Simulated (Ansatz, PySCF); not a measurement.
C2H5O, SMILES [CH2]OC, multiplicity 2. Atoms are numbered in the order given.

```xyz
8

C      1.2146    -0.1572    -0.0110
O      0.0038     0.0643     0.5481
C     -1.0896     0.0699    -0.3579
H      1.3454     0.0529    -1.0666
H      2.0367    -0.1020     0.6855
H     -0.9485     0.8345    -1.1287
H     -1.1998    -0.9081    -0.8349
H     -1.9816     0.2978     0.2211
```
Charge 0, spin multiplicity 2.

Geometry optimised at B3LYP-D3(BJ)/def2-TZVP. The isomer is the one that the SMILES or the coordinates give; other isomers of the formula were not compared.

Two levels are set side by side: PBE-D3(BJ)/def2-TZVP (Ansatz, an electronic-structure program) and B3LYP-D3(BJ)/def2-TZVP (Ansatz). Each level has its own optimised geometry; the coordinates shown are those of the second. Frequencies come from the Hessian of PySCF at each geometry. Differences are taken from unrounded values.

| quantity | B3LYP-D3(BJ) | PBE-D3(BJ) | PBE-D3(BJ) minus B3LYP-D3(BJ) |
|---|---|---|---|
| mean bond length (Å) | 1.173 | 1.181 | 0.008 |
| bond C1–O2 (Å) | 1.352 | 1.358 | 0.007 |
| bond O2–C3 (Å) | 1.420 | 1.426 | 0.006 |
| bond C1–H4 (Å) | 1.084 | 1.093 | 0.009 |
| bond C1–H5 (Å) | 1.079 | 1.088 | 0.009 |
| bond C3–H6 (Å) | 1.095 | 1.104 | 0.009 |
| bond C3–H7 (Å) | 1.094 | 1.103 | 0.009 |
| bond C3–H8 (Å) | 1.088 | 1.096 | 0.009 |
| highest harmonic wavenumber (cm⁻¹) | 3263 | 3197 | -66 |
| mean harmonic wavenumber (cm⁻¹) | 1597 | 1554 | -44 |
| zero-point energy (kcal/mol) | 41.11 | 39.98 | -1.13 |

Exact exchange shortens and stiffens bonds; PBE has none. Differences between two approximate levels are no errors against the true value.
